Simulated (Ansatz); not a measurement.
```yaml
crystal:
  periodic: [false, false, false]
  atoms:
    - {symbol: F, position_ang: [-0.361772, -0.403090, 1.868203]}
    - {symbol: Zr, position_ang: [-0.013161, -0.058749, 0.059112]}
    - {symbol: Cl, position_ang: [1.994301, -1.130772, -0.552861]}
    - {symbol: Cl, position_ang: [-1.746480, -0.893843, -1.200171]}
    - {symbol: Br, position_ang: [0.171487, 2.395766, -0.335418]}
basis:
  gaussian: {orbitals: def2-SVP}
hamiltonian: {xc: {name: r2SCANh}}
output: {forces: true}
```

```sh
$ ansatz run in.yaml --threads 4 --pin off --events-out ev --progress --plain --max-ram 10444MiB
```

Shortened log:

```
Functional definition: r2SCANh
1075 factors; integrals over basis functions are off by at most 7.8e-4 eV
mean field evaluation 1: about -99074.2826 eV, gradient 3.6e1 eV
mean field evaluation 2: about -99053.8835 eV, gradient 1.2e2 eV
mean field evaluation 4: about -99076.6150 eV, gradient 3.3e0 eV
mean field evaluation 8: about -99076.6628 eV, gradient 4.0e-1 eV
mean field evaluation 16: about -99076.6632 eV, gradient 2.7e-5 eV
mean field -99076.66323573 eV, -3641.0002173386 hartree, gradient 3.2e-5 eV, S^2 0.000000; 0 other end points of the search recorded, 0 dependent functions left out
reference -99076.66326298 eV, -3641.0002183401 hartree; 45, 45 occupied and 68, 68 virtual orbitals, 1075 factors
Total energy: -99076.66326298 eV, -3641.0002183401 hartree
Atom 0 at    -0.361772    -0.403090     1.868203 Å, force    -0.050168    -0.015605     0.218599 eV/Å
Atom 1 at    -0.013161    -0.058749     0.059112 Å, force     0.754355     0.165594    -0.106590 eV/Å
Atom 2 at     1.994301    -1.130772    -0.552861 Å, force    -0.307582     0.164177     0.099751 eV/Å
Atom 3 at    -1.746480    -0.893843    -1.200171 Å, force    -0.385846    -0.190728    -0.262085 eV/Å
Atom 4 at     0.171487     2.395766    -0.335418 Å, force    -0.010759    -0.123438     0.050324 eV/Å
Dipole moment:    -0.051939     0.015378     0.014721 e Å
```

It took 2.3 s on 4 threads of an INTEL XEON PLATINUM 8581C on a shared host, with 0.33 GiB of host memory at the peak.
